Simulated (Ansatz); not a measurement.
Cartesian coordinates in Å:
```
O -0.173 -1.345 1.198
Ti 0.160 -0.087 0.010
S 0.875 1.885 0.901
S -1.706 0.417 -1.218
S 1.906 -0.781 -1.275
H -0.099 -1.555 2.130
H -0.343 2.113 1.435
H -2.236 -0.798 -0.977
H 1.616 0.152 -2.204
```

Total charge 0; spin multiplicity 1.

Question: List the r2SCAN/def2-TZVPP orbital energies in eV (the Gaussian-basis code of Ansatz). (An estimate is asked.)

Answer: Computed: Occupied: -4857.18, -2409.13, -2409.11, -2409.04, -538.98, -516.70, -449.12, -449.08, -449.08, -213.59, -213.56, -213.50, -157.66, -157.63, -157.57, -157.53, -157.52, -157.51, -157.49, -157.45, -157.42, -64.17, -40.39, -40.09, -40.07, -26.26, -18.70, -18.48, -18.44, -13.46, -10.62, -10.57, -10.45, -9.37, -9.22, -8.11, -7.80, -7.74, -7.34, -6.94, -6.66. Lowest empty: -3.53, -3.26, -2.57, -2.45, -2.37, -0.47, 0.25, 0.47.
